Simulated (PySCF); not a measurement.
Species: C₃H₄F₃OS (doublet state).
Z-matrix (Å and degrees, GFN2-xTB geometry), rows numbered from 1:
```
C 
O   1  1.4070
C   2  1.3567  1  116.99
S   3  1.7525  2  120.26  1    28.00
C   3  1.4937  2  112.33  1   173.79
F   5  1.3335  3  111.77  2    45.33
F   5  1.3563  3  114.73  2   -75.67
F   5  1.3475  3  111.41  2   165.06
H   1  1.0874  2  105.97  3   174.30
H   1  1.0937  2  111.12  3    54.67
H   1  1.0951  2  110.62  3   -66.53
H   4  1.3311  3   95.14  2  -178.98
```

The hyperfine couplings belong to this conformer and change with its torsions.

Identity: `CO[C](S)C(F)(F)F` [radical].

Method used: UKS B3LYP, pcH-1 on C F H O S, non-relativistic, mean-field spin-orbit, GIAO in PySCF. One conformer (not necessarily the lowest) at the GFN2-xTB geometry, without solvent, vibrations or thermal averaging. The geometry wasn't refined by DFT: couplings that depend on bond lengths, twists or pyramidal angles can differ widely from those at the functional's own minimum. The SCF solution wasn't tested for stability.

Where do the isotropic ENDOR lines of F6/F7/F8, H9/H10/H11 and H12 fall at 334.4 mT, to first order?

ν± = |νn ± a/2|, one line for each electron-spin manifold; νn = |g_N| × 7.62259 MHz/T × B.

| nuclei | isotope | g_N | νn (MHz) | a_iso (MHz) | lower line (MHz) | upper line (MHz) |
| --- | --- | --- | --- | --- | --- | --- |
| F6/F7/F8 | 19F | 5.2577 | 13.40 | 52.28 | 12.74 | 39.54 |
| H9/H10/H11 | 1H | 5.5857 | 14.24 | 10.24 | 9.12 | 19.36 |
| H12 | 1H | 5.5857 | 14.24 | 3.33 | 12.57 | 15.90 |

Which pairs are centred on the nuclear Larmor frequency, and which on half the coupling?

Centred on νn, since |a| < 2νn: H9/H10/H11 and H12. Centred on |a|/2 and split by 2νn: F6/F7/F8.

At what field would the lower line of F6/F7/F8 fall to zero frequency?

Where νn = |a|/2, that is B = 26.14 MHz/(5.2577 × 7.62259 MHz/T) = 652 mT, as far as first order holds there.

Nuclei that the bonding pattern makes equivalent are averaged, as if the motion that swaps them (rotation, inversion, ring flip) were fast. The three 19F nuclei of mean +52.3 MHz run from 11.9 to 131.2 MHz in the frozen geometry. The three 1H nuclei of mean +10.2 MHz run from -1.6 to 19.9 MHz in the frozen geometry.

The Mulliken spin populations are largest on C3 (+0.71), S4 (+0.14) and O2 (+0.12). C3 is the only atom above +0.15. The angles at C3 add up to 350.6°, so it is slightly pyramidal.

Hardware: an AMD EPYC 9R45 with one thread, shared host with 96 logical CPUs at a one-minute load of 17. Cost: 31 s of wall time (with the writing of density and orbital grids), 0.89 GiB resident at most.
